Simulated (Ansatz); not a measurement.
CrMe2 (C2H6Cr), relaxed as a quintet with UKS PBE-D4/def2-TZVP in Ansatz, starting from the GFN2-xTB geometry. Force threshold 0.02 eV/Å.

Start:

```xyz
9

Cr   -0.130   -0.095   -0.902
C     0.935    1.513   -0.284
H     0.399    2.245    0.328
H     1.225    2.036   -1.215
H     1.866    1.297    0.251
C    -0.936   -1.508    0.304
H    -0.239   -2.043    0.958
H    -1.360   -2.266   -0.385
H    -1.761   -1.180    0.946
```

| step | energy (eV) | largest force component (eV/Å) | SCF passes |
| --- | --- | --- | --- |
| 1 | -30583.9025 | 0.325 | 19 |
| 2 | -30583.9555 | 0.079 | 22 |
| 3 | -30583.9660 | 0.109 | 22 |
| 4 (rejected) | -30583.9649 | 0.211 | 22 |
| 5 | -30583.9687 | 0.019 | 22 |
| 6 | -30583.9697 | 0.030 | 22 |
| 7 | -30583.9698 | 0.007 | 23 |

Force components are those of the run's own axes.

End:

```csv
atom,x (Å),y (Å),z (Å)
Cr1,-0.122,-0.132,-1.065
C2,0.880,1.429,-0.276
H3,0.225,2.049,0.355
H4,1.238,2.039,-1.129
H5,1.749,1.093,0.311
C6,-0.880,-1.428,0.279
H7,-0.087,-1.878,0.895
H8,-1.381,-2.228,-0.301
H9,-1.622,-0.943,0.932
```

By distances, no bond broke or formed. The bond that changes most is Cr1–C2, from 2.03 to 2.02 Å (atoms count from 1).

The force fell under the threshold at step 5, but the optimiser went on. No frequencies were taken in this run, so the end may be a saddle point.

Hardware: 2 threads of Intel Xeon 6975P-C on a shared host. Wall time 16 s.
